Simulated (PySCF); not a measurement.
Computed IR spectrum (relative IR intensity) of a molecule C₄H₂BrCl. Geometry optimised at ωB97X-D3(BJ)/def2-SVP. The values are those of a single conformer. Level of theory: PySCF with ωB97X-D3(BJ)/def2-SVP. Frequencies are harmonic and unscaled.

Lines under 2 % of the strongest are left out, and lines within 2 cm⁻¹ are merged.

ν (cm⁻¹): 265 (w), 728 (m), 732 (m), 751 (w), 860 (vs), 1069 (m), 1708 (w), 2270 (w), 3260 (w), 3484 (s) (against the strongest line: vs over 80 %, s over 45 %, m over 15 %, w over 4 %, vw less)

Task: Which molecule gave these data?
A. C#C/C(Br)=C\Cl
B. C#C/C(Cl)=C\Br
C. C#C/C=C(/Cl)Br

Result: A, C#C/C(Br)=C\Cl
